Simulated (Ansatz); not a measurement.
Z-matrix (Å, degrees):
```
Si
O 1 1.644
H 1 1.489 2 111.2
H 1 1.489 2 111.2 3 120.5
H 1 1.482 2 106.8 3 -119.7
As 2 1.797 1 125.7 3 -61.8
H 6 1.528 2 95.6 1 133.3
H 6 1.528 2 95.5 1 -134.9
```

Charge 0, multiplicity 1.

Task: List the ωB97M-V/def2-TZVPP orbital energies in eV (Ansatz). (Best estimate.)

Result: Computed: Occupied: -11605.69, -1807.33, -1473.74, -1315.02, -1314.99, -1314.96, -526.14, -196.16, -148.33, -142.33, -142.22, -142.10, -102.47, -102.43, -102.43, -48.71, -48.66, -48.57, -48.50, -48.44, -30.38, -20.70, -17.38, -14.46, -14.11, -13.75, -12.31, -11.63, -10.80, -9.80. Lowest empty: 1.03, 2.38, 2.51, 2.99, 3.51, 3.57, 3.97, 6.09.
